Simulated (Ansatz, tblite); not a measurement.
Forces on [closo-1-(I)B7H6]2- (B₇H₆I²⁻) at its B3LYP-D4/def2-SVPD geometry. Charge -2, multiplicity 1.

In the def2 sets I takes a core potential; there is no spin–orbit coupling. The xTB rows come from tblite. A multiply charged anion in the gas phase is held together partly by the finite basis. At PBE0-D4/def2-TZVPD the highest occupied level of the charge -2 singlet lies above zero (up to 1.73 eV). By energy differences it is unbound by 0.41 eV (vertical, against the charge -1 doublet, at BLYP-D4/def2-TZVPD) and held by the finite basis.

GFN1-xTB (tblite), largest force 3.51 eV/Å:

```xyz
14
positions Å, forces eV/Å
B    -1.088    0.467    0.789   -0.470    0.378    0.416
B    -0.918    0.664   -0.860   -0.386    0.476   -0.402
B    -0.422   -0.900   -0.151   -1.472   -3.138   -0.527
B     1.314   -0.539    0.071    0.722   -0.121    0.060
B     0.567    0.043   -1.304    0.350    0.168   -0.622
B     0.515    1.097    0.184    0.783    1.672    0.280
B     0.292   -0.277    1.364    0.214    0.009    0.702
H    -2.054    0.787    1.450    0.063   -0.006   -0.037
H    -1.739    1.153   -1.609    0.055   -0.016    0.047
I    -1.413   -3.014   -0.506    0.248    0.530    0.089
H     2.401   -1.078    0.118   -0.058    0.045    0.000
H     1.015    0.000   -2.431   -0.021    0.016    0.069
H     1.026    2.187    0.367   -0.022   -0.046   -0.008
H     0.504   -0.592    2.517   -0.006    0.032   -0.066
```

GFN2-xTB (tblite), largest force 0.99 eV/Å:

```
B 0.777 -0.282 -0.542
B 0.659 -0.419 0.606
B 0.278 0.594 0.100
B -0.894 0.418 -0.042
B -0.374 0.014 0.915
B -0.231 -0.492 -0.083
B -0.183 0.236 -0.942
H -0.253 0.088 0.174
H -0.214 0.132 -0.196
I -0.164 -0.349 -0.059
H 0.288 -0.139 0.013
H 0.119 -0.008 -0.296
H 0.135 0.287 0.048
H 0.058 -0.080 0.304
```

PBE0-D4/def2-TZVPD (Ansatz), largest force 0.27 eV/Å:

```
B 0.073 -0.017 -0.046
B 0.063 -0.029 0.055
B 0.022 0.049 0.008
B -0.075 0.046 -0.002
B -0.028 0.010 0.083
B -0.098 -0.206 -0.036
B -0.012 0.029 -0.082
H 0.114 -0.039 -0.079
H 0.097 -0.060 0.089
I 0.115 0.245 0.041
H -0.130 0.063 -0.006
H -0.054 0.004 0.134
H -0.061 -0.131 -0.022
H -0.026 0.036 -0.138
```
